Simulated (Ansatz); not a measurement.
Ge10H14, a cluster with a defect cut from the lattice of germanium (two caps of one atom removed). Charge 0, multiplicity 1. Geometry PBE-D4/def2-SVP; atoms count from 1.

```xyz
24

Ge   -0.1505   -0.5631    2.7170
Ge   -1.7358   -1.7688   -0.7524
Ge   -1.8150    2.0740    0.3611
Ge    2.3225    2.3746    1.0141
Ge    0.5606    0.9786   -2.5407
Ge    2.2237   -1.6563   -0.1842
Ge   -1.9849   -0.2365    1.1367
Ge    2.0002   -0.0157    1.6426
Ge    0.4276   -1.3496   -1.8119
Ge    0.4209    2.4845   -0.5936
H    -0.0892   -2.0363    3.2235
H    -0.3678    0.3531    3.9591
H    -1.8116   -3.2436   -0.2577
H    -2.8861   -1.5451   -1.7781
H    -2.0620    3.0408    1.5584
H    -2.8843    2.3910   -0.7283
H    -0.5924    1.3358   -3.5273
H     1.9085    1.2093   -3.2886
H     2.1987   -3.0886    0.4310
H     3.5998   -1.4720   -0.8923
H    -3.3546   -0.4636    1.8501
H     3.0923   -0.4250    2.6914
H     0.6367   -2.3054   -3.0281
H     0.3425    3.9281   -1.2018
```

Single mean-field runs in def2-TZVP are fitted with def2-universal-jkfit.

Q: Estimate the Mulliken populations from the PBE0/def2-TZVP orbitals of Ansatz.

A: 
| atom | charge (e) |
| --- | --- |
| Ge1 | 0.01 |
| Ge2 | 0.02 |
| Ge3 | 0.02 |
| Ge4 | 0.20 |
| Ge5 | 0.02 |
| Ge6 | 0.02 |
| Ge7 | -0.13 |
| Ge8 | -0.19 |
| Ge9 | -0.13 |
| Ge10 | -0.19 |
| H11 | 0.03 |
| H12 | 0.02 |
| H13 | 0.03 |
| H14 | 0.03 |
| H15 | 0.02 |
| H16 | 0.03 |
| H17 | 0.03 |
| H18 | 0.02 |
| H19 | 0.03 |
| H20 | 0.02 |
| H21 | 0.03 |
| H22 | 0.03 |
| H23 | 0.03 |
| H24 | 0.03 |
Mulliken values depend strongly on the basis.

Q: And the Mayer bond orders between heavy atoms (over 0.3)?

A: Ge1–Ge7 0.86 (2.44 Å); Ge1–Ge8 0.83 (2.47 Å); Ge2–Ge7 0.86 (2.45 Å); Ge2–Ge9 0.86 (2.45 Å); Ge3–Ge7 0.86 (2.44 Å); Ge3–Ge10 0.83 (2.47 Å); Ge4–Ge8 0.93 (2.49 Å); Ge4–Ge10 0.93 (2.49 Å); Ge5–Ge9 0.86 (2.44 Å); Ge5–Ge10 0.83 (2.47 Å); Ge6–Ge8 0.83 (2.47 Å); Ge6–Ge9 0.86 (2.44 Å).
